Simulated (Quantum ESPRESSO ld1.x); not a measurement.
Question: The mean radii <r> (bohr) of the occupied orbitals of an atom or ion are listed with their occupations. All-electron calculation, scalar-relativistic Kohn-Sham, LDA (Slater exchange, VWN5 correlation), spin-polarised, spherical densities, point nucleus. Program: ld1.x of Quantum ESPRESSO 7.5.

| orbital | occ. | <r> |
|---|---|---|
| 1s down | 1 | 0.01900 |
| 1s up | 1 | 0.01900 |
| 2s up | 1 | 0.08042 |
| 2s down | 1 | 0.08042 |
| 2p up | 3 | 0.07175 |
| 2p down | 3 | 0.07175 |
| 3s up | 1 | 0.2088 |
| 3s down | 1 | 0.2088 |
| 3p up | 3 | 0.2087 |
| 3p down | 3 | 0.2087 |
| 3d up | 5 | 0.1890 |
| 3d down | 5 | 0.1890 |
| 4s up | 1 | 0.4685 |
| 4s down | 1 | 0.4685 |
| 4p up | 3 | 0.4980 |
| 4p down | 3 | 0.4980 |
| 4d up | 5 | 0.5355 |
| 4d down | 5 | 0.5354 |
| 5s up | 1 | 1.133 |
| 5s down | 1 | 1.131 |
| 5p up | 3 | 1.335 |
| 5p down | 3 | 1.332 |
| 4f up | 7 | 0.6765 |
| 4f down | 7 | 0.6744 |
| 6s up | 1 | 3.081 |
| 6s down | 1 | 3.120 |
| 5d up | 1 | 2.154 |
| 6f up | 1 | 28.00 |

Name the element and its charge. Open shells, if any, are filled with parallel spins first.

Answer: Z = 72, hafnium, charge 0: Hf in [Xe] 4f14 5d1 6s2 6f1. The 1s radius gives Z: for a bare nucleus <r> = (2 gamma + 1)/(2Z) with gamma = sqrt(1 - (Z/c)^2), 0.01876 bohr for Z = 72, and screening makes it slightly larger (0.01900 here). The occupations add up to 72, and the charge is Z minus that.
